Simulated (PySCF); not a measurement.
difluoromethane (CH2F2), singlet, at a GFN2-xTB geometry, atoms displaced at random by about 0.05 Å a coordinate; PySCF with PBE/6-31G.

The PySCF input:
```python
from pyscf import gto, scf, dft
from pyscf.geomopt import geometric_solver

mol = gto.M(
    atom='''
C     0.01594911    0.01139766    0.50792797
F    -0.11766399    1.05507509   -0.32264666
F    -0.02674258   -1.01385777   -0.24372558
H    -0.90018519    0.02729684    1.07906331
H     1.10330465   -0.00747519    1.06226780
''',
    basis='6-31g',
    verbose=3,
)

def method(m):
    mf = dft.RKS(m)
    mf.xc = 'pbe'
    return mf

conv, mol_eq = geometric_solver.kernel(method(mol), maxsteps=100, coordsys='dlc')
print('optimisation converged:', conv)
print(mol_eq.tostring(format='xyz'))
mf = method(mol_eq)
mf.kernel()
```

### Question
What does PySCF print? Leave out banner, timings and long lists.

### Answer

```
Custom engine selected.
Bonds will be generated from interatomic distances less than 1.20 times sum of covalent radii
9 internal coordinates being used (instead of 15 Cartesians)
Internal coordinate system (atoms numbered from 1):
Distance 1-2
Distance 1-3
Distance 1-4
Distance 1-5
Angle 2-1-3
Angle 2-1-4
Angle 2-1-5
Angle 3-1-4
Angle 3-1-5
Angle 4-1-5
<class 'geometric.internal.Distance'> : 4
<class 'geometric.internal.Angle'> : 6
> ===== Optimization Info: ====
> Job type: Energy minimization
> Maximum number of optimization cycles: 100
> Initial / maximum trust radius (Angstrom): 0.100 / 0.300
> Convergence Criteria:
> Will converge when all 5 criteria are reached:
>  |Delta-E| < 1.00e-06
>  RMS-Grad  < 3.00e-04
>  Max-Grad  < 4.50e-04
>  RMS-Disp  < 1.20e-03
>  Max-Disp  < 1.80e-03
> === End Optimization Info ===

Geometry optimization cycle 1
Cartesian coordinates (Angstrom)
 Atom        New coordinates             dX        dY        dZ
   C   0.015949   0.011398   0.507928    0.000000  0.000000  0.000000
   F  -0.117664   1.055075  -0.322647    0.000000  0.000000  0.000000
   F  -0.026743  -1.013858  -0.243726    0.000000  0.000000  0.000000
   H  -0.900185   0.027297   1.079063    0.000000  0.000000  0.000000
   H   1.103305  -0.007475   1.062268    0.000000  0.000000  0.000000

WARN: Mole.unit (angstrom) is changed to Bohr

converged SCF energy = -238.646574215797
--------------- RKS_Scanner gradients ---------------
         x                y                z
0 C    -0.0430349707    -0.0456373223    -0.0910041118
1 F    -0.0066766754    -0.0738621015     0.0350992982
2 F    -0.0010861299     0.1303589875     0.0764418847
3 H     0.0024278682    -0.0003874003    -0.0322010830
4 H     0.0481409519    -0.0105544254     0.0116685235
----------------------------------------------
cycle 1: E = -238.646574216  dE = -238.647  norm(grad) = 0.21306
Step    0 : Gradient = 9.528e-02/1.511e-01 (rms/max) Energy = -238.6465742158
Hessian Eigenvalues: 1.60000e-01 1.60000e-01 1.60000e-01 ... 3.60307e-01 5.70906e-01 7.56139e-01

Geometry optimization cycle 2
Cartesian coordinates (Angstrom)
 Atom        New coordinates             dX        dY        dZ
   C   0.007440   0.000758   0.478832   -0.008509 -0.010639 -0.029096
   F  -0.067274   1.153388  -0.315573    0.050390  0.098313  0.007074
   F  -0.006462  -1.140043  -0.268942    0.020280 -0.126186 -0.025216
   H  -0.865188   0.027494   1.150272    0.034997  0.000197  0.071209
   H   1.006146   0.030840   1.038297   -0.097158  0.038315 -0.023971
converged SCF energy = -238.678246421822
--------------- RKS_Scanner gradients ---------------
         x                y                z
0 C    -0.0241583897    -0.0205469418    -0.0400986339
1 F    -0.0002940095    -0.0067234916     0.0111949989
2 F     0.0035481126     0.0248980494     0.0218974492
3 H    -0.0003914670     0.0031338377    -0.0015600674
4 H     0.0209427856    -0.0009346401     0.0085453240
----------------------------------------------
cycle 2: E = -238.678246422  dE = -0.0316722  norm(grad) = 0.0664923
Step    1 : Displace = 9.801e-02/1.303e-01 (rms/max) Trust = 1.000e-01 (=) Grad = 2.974e-02/5.112e-02 (rms/max) E (change) = -238.6782464218 (-3.167e-02) Quality = 0.913
Hessian Eigenvalues: 1.58588e-01 1.60000e-01 1.60000e-01 ... 3.64391e-01 5.68851e-01 6.74721e-01

Geometry optimization cycle 3
Cartesian coordinates (Angstrom)
 Atom        New coordinates             dX        dY        dZ
   C   0.026777   0.008664   0.499317    0.019338  0.007905  0.020485
   F  -0.052870   1.150440  -0.337899    0.014403 -0.002948 -0.022326
   F  -0.017101  -1.142239  -0.291451   -0.010638 -0.002195 -0.022509
   H  -0.847442   0.011186   1.172040    0.017746 -0.016309  0.021768
   H   0.965298   0.044386   1.040879   -0.040849  0.013547  0.002582
converged SCF energy = -238.68095977783
--------------- RKS_Scanner gradients ---------------
         x                y                z
0 C     0.0118310447    -0.0086872224    -0.0019832972
1 F    -0.0006380490    -0.0000540142    -0.0006128999
2 F    -0.0009306898     0.0083637290     0.0049906697
3 H    -0.0001172704    -0.0000978503     0.0013211286
4 H    -0.0106189652     0.0003228206    -0.0038544819
----------------------------------------------
cycle 3: E = -238.680959778  dE = -0.00271336  norm(grad) = 0.021104
Step    2 : Displace = 3.197e-02/4.311e-02 (rms/max) Trust = 1.414e-01 (+) Grad = 9.438e-03/1.481e-02 (rms/max) E (change) = -238.6809597778 (-2.713e-03) Quality = 0.889
Hessian Eigenvalues: 1.57663e-01 1.60000e-01 1.63420e-01 ... 3.63945e-01 5.39840e-01 6.21180e-01

Geometry optimization cycle 4
Cartesian coordinates (Angstrom)
 Atom        New coordinates             dX        dY        dZ
   C   0.020857   0.011135   0.501434   -0.005920  0.002471  0.002116
   F  -0.053988   1.152122  -0.338474   -0.001118  0.001683 -0.000575
   F  -0.017019  -1.146626  -0.293923    0.000082 -0.004388 -0.002473
   H  -0.854798   0.011823   1.170580   -0.007356  0.000637 -0.001460
   H   0.979610   0.043983   1.043270    0.014313 -0.000403  0.002391
converged SCF energy = -238.681284203918
--------------- RKS_Scanner gradients ---------------
         x                y                z
0 C     0.0000383312    -0.0057081229    -0.0024778210
1 F    -0.0001420198     0.0008996905    -0.0013818607
2 F    -0.0002957795     0.0042090240     0.0021230695
3 H    -0.0003103600    -0.0000427317     0.0008692124
4 H     0.0002670878     0.0004762783     0.0006995011
----------------------------------------------
cycle 4: E = -238.681284204  dE = -0.000324426  norm(grad) = 0.00808794
Step    3 : Displace = 8.280e-03/1.452e-02 (rms/max) Trust = 2.000e-01 (+) Grad = 3.617e-03/6.223e-03 (rms/max) E (change) = -238.6812842039 (-3.244e-04) Quality = 1.120
Hessian Eigenvalues: 1.51084e-01 1.59113e-01 1.60244e-01 ... 3.67427e-01 4.74698e-01 5.85372e-01

Geometry optimization cycle 5
Cartesian coordinates (Angstrom)
 Atom        New coordinates             dX        dY        dZ
   C   0.020336   0.013716   0.502793   -0.000521  0.002581  0.001359
   F  -0.054759   1.154366  -0.335790   -0.000770  0.002243  0.002684
   F  -0.015539  -1.151166  -0.292853    0.001480 -0.004540  0.001070
   H  -0.856440   0.013065   1.168235   -0.001642  0.001242 -0.002345
   H   0.981064   0.042457   1.040502    0.001453 -0.001526 -0.002768
converged SCF energy = -238.681335818362
--------------- RKS_Scanner gradients ---------------
         x                y                z
0 C    -0.0006146388    -0.0027114609    -0.0002472925
1 F    -0.0001938752     0.0010760087    -0.0009505060
2 F    -0.0000490930     0.0012495964     0.0007289760
3 H    -0.0000470471     0.0000730280     0.0001488498
4 H     0.0004690473     0.0001339423     0.0001603777
----------------------------------------------
cycle 5: E = -238.681335818  dE = -5.16144e-05  norm(grad) = 0.00350407
Step    4 : Displace = 3.672e-03/4.894e-03 (rms/max) Trust = 2.828e-01 (+) Grad = 1.567e-03/2.791e-03 (rms/max) E (change) = -238.6813358184 (-5.161e-05) Quality = 1.338
Hessian Eigenvalues: 1.38761e-01 1.59397e-01 1.64077e-01 ... 3.54107e-01 3.91158e-01 5.70143e-01

Geometry optimization cycle 6
Cartesian coordinates (Angstrom)
 Atom        New coordinates             dX        dY        dZ
   C   0.020630   0.015398   0.503113    0.000295  0.001682  0.000320
   F  -0.054908   1.154485  -0.334592   -0.000149  0.000120  0.001198
   F  -0.015473  -1.152880  -0.292755    0.000065 -0.001714  0.000098
   H  -0.856617   0.013182   1.167373   -0.000177  0.000117 -0.000862
   H   0.981030   0.042252   1.039748   -0.000034 -0.000205 -0.000755
converged SCF energy = -238.681345340292
--------------- RKS_Scanner gradients ---------------
         x                y                z
0 C    -0.0001903115    -0.0007871924     0.0004242591
1 F    -0.0002238607     0.0005605258    -0.0004170408
2 F    -0.0001075289    -0.0000375682     0.0000620065
3 H     0.0000002457     0.0000407024    -0.0000809168
4 H     0.0000850890     0.0000395937    -0.0001413764
----------------------------------------------
cycle 6: E = -238.68134534  dE = -9.52193e-06  norm(grad) = 0.00119496
Step    5 : Displace = 1.330e-03/1.738e-03 (rms/max) Trust = 3.000e-01 (+) Grad = 5.344e-04/9.143e-04 (rms/max) E (change) = -238.6813453403 (-9.522e-06) Quality = 1.236
Hessian Eigenvalues: 1.31406e-01 1.59052e-01 1.64533e-01 ... 3.47464e-01 3.73012e-01 5.49618e-01

Geometry optimization cycle 7
Cartesian coordinates (Angstrom)
 Atom        New coordinates             dX        dY        dZ
   C   0.020605   0.016005   0.502971   -0.000026  0.000607 -0.000143
   F  -0.054760   1.154007  -0.334561    0.000148 -0.000478  0.000031
   F  -0.015443  -1.152814  -0.292916    0.000030  0.000066 -0.000161
   H  -0.856466   0.013030   1.167632    0.000151 -0.000151  0.000259
   H   0.980727   0.042208   1.039762   -0.000303 -0.000044  0.000014
converged SCF energy = -238.681346377548
--------------- RKS_Scanner gradients ---------------
         x                y                z
0 C    -0.0001074726    -0.0001687926     0.0002407144
1 F    -0.0001757450     0.0001532720    -0.0001757098
2 F    -0.0001029462    -0.0001566564    -0.0000257314
3 H    -0.0000082112    -0.0000137475    -0.0000101574
4 H    -0.0000408497     0.0000006656    -0.0001820345
----------------------------------------------
cycle 7: E = -238.681346378  dE = -1.03726e-06  norm(grad) = 0.000504186
Step    6 : Displace = 4.192e-04/6.243e-04 (rms/max) Trust = 3.000e-01 (=) Grad = 2.255e-04/3.130e-04 (rms/max) E (change) = -238.6813463775 (-1.037e-06) Quality = 1.193
Hessian Eigenvalues: 1.30845e-01 1.52390e-01 1.60525e-01 ... 3.48699e-01 3.66358e-01 4.72459e-01

Geometry optimization cycle 8
Cartesian coordinates (Angstrom)
 Atom        New coordinates             dX        dY        dZ
   C   0.020686   0.016150   0.502794    0.000081  0.000145 -0.000177
   F  -0.054797   1.153687  -0.334612   -0.000036 -0.000320 -0.000051
   F  -0.015569  -1.152628  -0.293052   -0.000125  0.000186 -0.000135
   H  -0.856296   0.012978   1.167720    0.000170 -0.000052  0.000088
   H   0.980638   0.042249   1.040037   -0.000089  0.000041  0.000275
converged SCF energy = -238.681346462943
--------------- RKS_Scanner gradients ---------------
         x                y                z
0 C    -0.0000526783    -0.0000118824     0.0000000797
1 F    -0.0001825777    -0.0000531233    -0.0000567530
2 F    -0.0001342606    -0.0000952399    -0.0000077000
3 H    -0.0000227040    -0.0000277785     0.0000289185
4 H    -0.0000437229     0.0000027293    -0.0001166972
----------------------------------------------
cycle 8: E = -238.681346463  dE = -8.53943e-08  norm(grad) = 0.000295145
Step    7 : Displace = 2.677e-04/3.260e-04 (rms/max) Trust = 3.000e-01 (=) Grad = 1.320e-04/1.984e-04 (rms/max) E (change) = -238.6813464629 (-8.539e-08) Quality = 0.532
Hessian Eigenvalues: 1.30845e-01 1.52390e-01 1.60525e-01 ... 3.48699e-01 3.66358e-01 4.72459e-01
Converged! =D

optimisation converged: True
5
XYZ from PySCF
C           0.02068570        0.01615006        0.50279429
F          -0.05479677        1.15368743       -0.33461202
F          -0.01556872       -1.15262806       -0.29305154
H          -0.85629641        0.01297830        1.16771961
H           0.98063821        0.04224889        1.04003650
converged SCF energy = -238.68134646295
```
